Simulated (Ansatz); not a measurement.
Geometry optimisation, RKS PBE/def2-SVP in Ansatz 0.2.0.

input.yaml

```yaml
crystal:
  periodic: [false, false, false]
  atoms:
    - { symbol: Al, position_ang: [0.002527, 0.219654, -0.022136] }
    - { symbol: F, position_ang: [0.006183, 0.371702, 1.652311] }
    - { symbol: Cl, position_ang: [1.821552, 0.234079, -1.047638] }
    - { symbol: Cl, position_ang: [-1.824953, 0.172518, -1.031583] }
    - { symbol: H, position_ang: [0.07565, -2.342695, 0.98993] }
    - { symbol: H, position_ang: [0.054942, -1.738759, 1.390317] }
basis:
  gaussian: { orbitals: def2-SVP }
hamiltonian:
  xc: pbe
relax:
  f_tol: 0.03
  max_steps: 50
```

Run as:

```bash
$ ansatz run input.yaml --threads 1 --pin off --max-ram 2048MiB --backend cpu --events-out ev --progress --plain --runs-dir out
```

**Question.** Where does it end, and by what steps?

**Answer.** It converged. After 7 steps the energy has fallen by 0.128 eV; H5 moved furthest, 0.46 Å.

| step | energy less start (eV) | largest force component (eV/Å) | accepted |
| --- | --- | --- | --- |
| 0 | 0.0000 | 1.491 | yes |
| 1 | -0.0622 | 0.723 | yes |
| 2 | -0.0907 | 0.714 | yes |
| 3 | -0.1048 | 0.410 | yes |
| 4 | -0.1216 | 0.391 | yes |
| 5 | -0.1227 | 0.402 | yes |
| 6 | -0.1281 | 0.039 | yes |
| 7 | -0.1282 | 0.011 | yes |

```xyz
6
Properties=species:S:1:pos:R:3
Al 0.009 0.099 0.114
F 0.006 0.587 1.716
Cl 1.824 0.040 -0.931
Cl -1.812 -0.035 -0.914
H 0.058 -2.062 0.626
H 0.052 -1.713 1.321
```

Whether the end is a true minimum wasn't checked by a vibrational analysis.

Run time: 32 s on 1 thread of Arm Neoverse N1 (shared host), peak memory 0.14 GiB.
